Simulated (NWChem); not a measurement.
# AlNH₂Cl₂; SMILES [NH2][Al]([Cl])[Cl]

```xyz
6

Al     0.0000     0.0000     0.3357
Cl    -1.8093     0.0000    -0.7152
Cl     1.8093     0.0000    -0.7152
N      0.0000     0.0000     2.0888
H      0.8338     0.0000     2.6651
H     -0.8338     0.0000     2.6651
```
Atoms are numbered in this order, from 1.

Program: NWChem. Geometry: optimised at PBE0/def2-SVP. Hybrids' shares of exact exchange are those that their runs print; pure functionals count as 0. The functionals differ in more than this share.

```csv
row,share of exact exchange,highest occupied level (eV)
PBE/def2-SVP,0.00,-6.33
TPSS/def2-SVP,0.00,-6.45
B3LYP/def2-SVP,0.20,-7.49
B97-2/def2-SVP,0.21,-7.55
MPW1K/def2-SVP,0.43,-8.94
BHandHLYP/def2-SVP,0.50,withheld
```

Fit a straight line of the last column on the one before it, predict the withheld value, and compare with the run.


1. Means of the 5 shown rows: x = 0.168, y = -7.352. Slope Σ(x − x̄)(y − ȳ)/Σ(x − x̄)² = -0.7520/0.1279 = -5.881; intercept -6.364.
2. The shown rows scatter about the line by 0.056 (root mean square); the largest residual is -0.09, at TPSS/def2-SVP.
3. At x = 0.50 (BHandHLYP/def2-SVP; beyond the shown range) the line gives -9.30.
4. The run gives -9.15, +0.15 from the line, 2.7 times the scatter.
